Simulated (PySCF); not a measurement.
Working out the ionisation energy of I⁺

I⁺ [Kr] 4d10 5s2 5p4 (3P) → I²⁺ [Kr] 4d10 5s2 5p3 (4S). Computed with PySCF 2.14 in def2-SVP with the def2 core potential (28 electrons), with scalar relativity through the core potential. Frozen: 4s2 4p6 4d10. Energies in hartree (1 hartree = 27.21139 eV):

```json
{"part": "UHF", "I⁺ (lower)": "-296.297095", "I²⁺ (upper)": "-295.648893"}
{"part": "CCSD correlation", "I⁺ (lower)": "-0.074520", "I²⁺ (upper)": "-0.060621"}
{"part": "(T)", "I⁺ (lower)": "-0.000708", "I²⁺ (upper)": "-0.000485"}
```

**Question.** What does Hartree-Fock give?

**Answer.** (-295.648893) − (-296.297095) = 0.648202 hartree = 17.638 eV.

**Question.** What do CCSD and CCSD(T) give?

**Answer.** The CCSD correlation energies differ by 0.013899 hartree = 0.378 eV and the triples by 0.000223 hartree = 0.006 eV, so CCSD gives 18.016 eV and CCSD(T) 18.022 eV.

Measured between the centres of the two terms (NIST): 18.750 eV, so CCSD(T) (valence) is off by -0.728 eV.

A double-zeta basis recovers only part of the correlation energy.

What remains against the reference includes basis incompleteness, the frozen core and higher excitations.
